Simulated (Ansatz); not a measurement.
IK, singlet, geometry from GFN2-xTB (such geometries of metal compounds can be far from the true shape) (core potentials on I); PBE/def2-SVP (Ansatz, an electronic-structure program).

The Ansatz input:
Ansatz 0.2 input:
```yaml
crystal:
  periodic: [false, false, false]
  atoms:
    - {symbol: K, position_ang: [-0.00000000, -0.00000000, -2.32381628]}
    - {symbol: I, position_ang: [0.00000000, 0.00000000, 0.83306621]}
basis:
  gaussian:
    orbitals: def2-SVP
hamiltonian:
  xc: pbe
```

**Question.** Write the output that Ansatz gives for this input, abridged.

**Answer.** 
```
Functional definition: PBE
592 factors; their error is unknown
mean field evaluation 1: about -24418.1226 eV, gradient 1.6e1 eV
mean field evaluation 2: about -24412.8644 eV, gradient 3.7e1 eV
mean field evaluation 4: about -24419.2376 eV, gradient 1.8e0 eV
mean field evaluation 8: about -24419.2297 eV, gradient 4.2e-3 eV
mean field -24419.22968403 eV, -897.3901389397 hartree, gradient 3.3e-5 eV, S^2 0.000000; 0 other end points of the search recorded, 0 dependent functions left out
reference -24419.22980426 eV, -897.3901433581 hartree; 22, 22 occupied and 28, 28 virtual orbitals, 592 factors
Total energy: -24419.22980426 eV, -897.3901433581 hartree
```
